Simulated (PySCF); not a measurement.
**Si₄, triplet: computed properties**

Computed with UPBE0 in PySCF with Si def2-TZVP; no relativity; density-fitted integrals.

The structure is a saddle point with 1 imaginary mode.

```xyz
4
charge 0 multiplicity 3, angstrom
Si    0.6425    1.0898    1.0900
Si    0.6425   -1.0898   -1.0900
Si   -0.6425    0.8696   -0.8695
Si   -0.6425   -0.8696    0.8695
```

```
Point group                                                                   : C2v
Bond lengths                                                                  : Si–Si 2.354 Å (×4), Si–Si 2.459 Å, Si–Si 3.083 Å
Bond angles                                                                   : Si–Si–Si 49.1° (×4), Si–Si–Si 58.5° (×4), Si–Si–Si 63.0° (×2), Si–Si–Si 81.8° (×2)
Rotational constants                                                          : 0.1289, 0.09411, 0.07749 cm⁻¹
Zero-point energy (real modes)                                                : 12.2 kJ/mol
Dipole moment                                                                 : 0.20 D
Highest occupied level (α)                                                    : -6.23 eV
Spin squared ⟨S²⟩                                                             : 2.026
Lowest empty level (β)                                                        : -4.58 eV
Atomisation energy without zero-point energy                                  : 1018 kJ/mol
Principal polarisabilities                                                    : 101.3, 132.4, 149.4 bohr³
Principal quadrupole moments (Buckingham, traceless) about the centre of mass : -2.51, 0.50, 2.02 D Å
```

Harmonic modes (masses in u: Si 27.977):
```
symmetry  ω (cm⁻¹)  IR (km/mol)  μ (u)
      b2      172i            –  27.98
      a1       171          0.6  27.98
      a1       297         12.6  27.98
      b1       422         15.3  27.98
      a1       479          0.2  27.98
      a2       673          0.0  27.98
```

In C2v the vibrations span b2 + 3a1 + b1 + a2. The a2 mode carries no infrared intensity, as symmetry demands.

Charges (e):
```tsv
atom	Mulliken	Löwdin	polar tensor	spin (Mulliken)	Mayer order to Si1
Si1	0.03	0.06	0.22	0.44	–
Si2	0.03	0.06	0.22	0.44	0.51
Si3,4	-0.03	-0.06	-0.21	0.56	1.01
```
Other Mayer orders above 0.3: Si–Si 0.88, Si–Si 1.01 (×2).

Mulliken populations on Si1: s 5.84, p 7.96, d 0.16, f 0.01.

Outer orbital energies (eV). α occupied: -13.19, -12.20, -10.68, -7.62, -7.31, -6.66, -6.57, -6.23; empty: -3.28, -2.13, -0.53, -0.11. β occupied: -17.02, -12.39, -11.10, -10.07, -7.14, -6.38, -6.35; empty: -4.58, -3.56, -2.93, -1.94.

Only a few start shapes were tried, so a lower isomer may exist. At this level a triplet minimum of D2d symmetry lies 71 kJ/mol below this structure.

The final relaxation and frequency run took 2.8 min on 4 threads of a shared Intel Xeon Platinum 8259CL @ 2.50GHz (Skylake/Cascade Lake) host, with 148 basis functions and 10 gradients; the process peaked at 1.6 GiB.
